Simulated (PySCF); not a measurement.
Mo(O)(NH)(NH2)(SH) (H₄MoN₂OS), SMILES [Mo](=[O])([NH2])(=[NH])[SH], multiplicity 1. Geometry: PBE-D3(BJ)/def2-SVP. The multiplicity is an assumed one; no other spin state was optimised. The structure was generated by enumeration; whether it is a known compound was not checked. The def2 effective core potentials stand for the cores of Mo; spin–orbit coupling is left out. The values are those of a single conformer.

Level of theory: PBE-D3(BJ)/def2-SVP in PySCF.

Harmonic wavenumbers (cm⁻¹): 154, 156, 211, 211, 257, 288, 379, 389, 446, 518, 608, 629, 651, 718, 950, 986, 1452, 2590, 3466, 3470, 3573. Rotational constants (GHz): 3.445, 1.944, 1.898; symmetry number 1.

Problem. Work out the zero-point energy and the ideal-gas rigid-rotor harmonic-oscillator thermochemistry at 298.15 K and 1 atm.

Solution. ZPE = ½ Σ hcν = ½ × 22102 cm⁻¹ = 31.60 kcal/mol. H − E(el) = 37.12 kcal/mol. Entropy in cal/(mol K): translation 41.40, rotation 27.63, vibration 17.65, total 86.68. G − E(el) = 11.28 kcal/mol. Cp = 29.05 cal/(mol K).
